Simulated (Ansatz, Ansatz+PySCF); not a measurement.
```xyz
4

B     0.0000    0.0000    0.0000
H     1.1100    0.0000    0.0000
H    -0.5550    0.9613    0.0000
H    -0.5550   -0.9613    0.0000
```

Basis set: def2-SVP (spherical functions). Frozen core: 1 orbital. Charge 0, multiplicity 1.

Computed with Ansatz (development build ahead of 0.2.0); each method stands on the lowest determinant of its kind that the runs found. Restricted open shells among the atoms or ions are ROHF, correlated in semicanonical orbitals with singles.

The atomization energy at this shape (free ground-state atoms in the same class of orbitals less the molecule, no zero-point energy) of singlet BH3:

```json
{"method": "RHF-CCSD(T)", "atomization energy": "11.36 eV"}
{"method": "RHF-MP2", "atomization energy": "11.31 eV"}
{"method": "UHF", "atomization energy": "9.78 eV"}
```

Question: What does RHF give?

Answer: 9.86 eV. Caution: the shape is not the minimum.
